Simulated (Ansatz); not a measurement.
Geometry optimisation, RKS PBE0/def2-SVP (Ansatz 0.2.0).

The input (input.yaml):

```yaml
crystal:
  periodic: [false, false, false]
  atoms:
    - { symbol: Al, position_ang: [0.0, 0.0, 0.0] }
    - { symbol: Cl, position_ang: [0.0, 0.0, 2.23] }
    - { symbol: F, position_ang: [1.4635, 0.0, -0.845] }
    - { symbol: F, position_ang: [-1.4635, 0.0, -0.845] }
basis:
  gaussian: { orbitals: def2-SVP }
hamiltonian:
  xc: pbe0
relax:
  f_tol: 0.02
  max_steps: 40
output:
  orbitals: {}
```

Command:

```bash
$ ansatz run input.yaml --threads 1 --pin off --max-ram 2048MiB --backend cpu --events-out ev --progress --plain --runs-dir out
```

Problem. Where does it end, and by what steps?

Solution. The run converged. After 5 steps the energy has fallen by 0.270 eV; Cl2 moved furthest, 0.13 Å.

```
step  energy less start (eV)  largest force component (eV/Å)  accepted
   0                  0.0000                           2.274       yes
   1                 -0.2475                           0.641       yes
   2                 -0.2687                           0.228       yes
   3                 -0.2700                           0.078       yes
   4                 -0.2701                           0.028       yes
   5                 -0.2701                           0.007       yes
```

```xyz
4
Properties=species:S:1:pos:R:3
Al 0.000 0.000 0.037
Cl 0.000 0.000 2.103
F 1.418 0.000 -0.800
F -1.418 0.000 -0.800
```

Whether the end is a true minimum wasn't checked by a vibrational analysis.

Time of the run: 10 s on 1 thread of Arm Neoverse V2 (shared host), peak memory 0.12 GiB.
